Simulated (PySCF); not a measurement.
# Solvent effects on NMR parameters

Geometry:
```json
{"atom": "C1", "x (Å)": "-2.676", "y (Å)": "-0.945", "z (Å)": "0.263"}
{"atom": "S2", "x (Å)": "-1.877", "y (Å)": "0.664", "z (Å)": "0.215"}
{"atom": "C3", "x (Å)": "-0.156", "y (Å)": "0.285", "z (Å)": "0.028"}
{"atom": "C4", "x (Å)": "0.279", "y (Å)": "-1.047", "z (Å)": "-0.045"}
{"atom": "C5", "x (Å)": "1.614", "y (Å)": "-1.410", "z (Å)": "-0.196"}
{"atom": "C6", "x (Å)": "2.664", "y (Å)": "-0.501", "z (Å)": "-0.293"}
{"atom": "P7", "x (Å)": "2.492", "y (Å)": "1.216", "z (Å)": "-0.240"}
{"atom": "C8", "x (Å)": "0.754", "y (Å)": "1.363", "z (Å)": "-0.049"}
{"atom": "C9", "x (Å)": "0.276", "y (Å)": "2.765", "z (Å)": "0.030"}
{"atom": "O10", "x (Å)": "0.993", "y (Å)": "3.731", "z (Å)": "-0.054"}
{"atom": "H11", "x (Å)": "-2.535", "y (Å)": "-1.506", "z (Å)": "-0.673"}
{"atom": "H12", "x (Å)": "-2.350", "y (Å)": "-1.546", "z (Å)": "1.124"}
{"atom": "H13", "x (Å)": "-3.746", "y (Å)": "-0.721", "z (Å)": "0.378"}
{"atom": "H14", "x (Å)": "-0.452", "y (Å)": "-1.852", "z (Å)": "0.018"}
{"atom": "H15", "x (Å)": "1.839", "y (Å)": "-2.480", "z (Å)": "-0.241"}
{"atom": "H16", "x (Å)": "3.679", "y (Å)": "-0.894", "z (Å)": "-0.410"}
{"atom": "H17", "x (Å)": "-0.825", "y (Å)": "2.892", "z (Å)": "0.179"}
```

GIAO PBE0/pcSseg-1 in PySCF 2.14 on one PBE0-D3(BJ)/def2-SVP conformer, non-relativistic, equivalent nuclei averaged. Solvents enter as an IEF-PCM continuum (cyclohexane with ε = 2.0, water with ε = 78.4) around the gas-phase geometry. Shifts are referred to TMS, CS2 computed in the same medium.

Gas phase, δ in ppm: C9 190.2, C8 163.4, C3 159.9, C6 159.9, C5 141.5, C4 127.3, C1 16.7, S2 8.2, H17 10.82, H16 8.69, H15 7.78, H14 6.95, H11/H12/H13 2.34. Dipole moment 5.92 D.

Q: How does each δ change in the continuum?

A: 
```json
{"atoms": "C9", "environment": "aldehyde carbonyl carbon", "Δδ, cyclohexane": "+2.2", "Δδ, water": "+5.7"}
{"atoms": "C8", "environment": "substituted aromatic carbon", "Δδ, cyclohexane": "+0.1", "Δδ, water": "0.0"}
{"atoms": "C3", "environment": "aromatic carbon bearing sulfur", "Δδ, cyclohexane": "+1.5", "Δδ, water": "+4.0"}
{"atoms": "C6", "environment": "aromatic CH", "Δδ, cyclohexane": "+0.7", "Δδ, water": "+2.2"}
{"atoms": "C5", "environment": "aromatic CH", "Δδ, cyclohexane": "+1.4", "Δδ, water": "+4.0"}
{"atoms": "C4", "environment": "aromatic CH", "Δδ, cyclohexane": "+1.7", "Δδ, water": "+5.1"}
{"atoms": "C1", "environment": "methyl carbon bonded to S", "Δδ, cyclohexane": "+0.2", "Δδ, water": "+0.6"}
{"atoms": "S2", "environment": "sulfide sulfur", "Δδ, cyclohexane": "+0.2", "Δδ, water": "+1.4"}
{"atoms": "H17", "environment": "hydrogen on an aldehyde carbonyl carbon", "Δδ, cyclohexane": "-0.01", "Δδ, water": "-0.01"}
{"atoms": "H16", "environment": "hydrogen on an aromatic CH", "Δδ, cyclohexane": "+0.10", "Δδ, water": "+0.27"}
{"atoms": "H15", "environment": "hydrogen on an aromatic CH", "Δδ, cyclohexane": "+0.15", "Δδ, water": "+0.43"}
{"atoms": "H14", "environment": "hydrogen on an aromatic CH", "Δδ, cyclohexane": "+0.19", "Δδ, water": "+0.56"}
{"atoms": "H11/H12/H13", "environment": "hydrogen on a methyl carbon bonded to S", "Δδ, cyclohexane": "+0.10", "Δδ, water": "+0.25"}
```

Changes are relative to the gas phase. The dipole moment becomes 6.79 D in cyclohexane, 8.35 D in water.

Q: Which nuclei move most (in ppm), and what does the model miss?

A: C9 (aldehyde carbonyl carbon, +5.7 ppm) in water. A continuum only polarises the solute; specific hydrogen bonds, the anisotropy of aromatic solvents and changes of geometry or conformer are outside it.
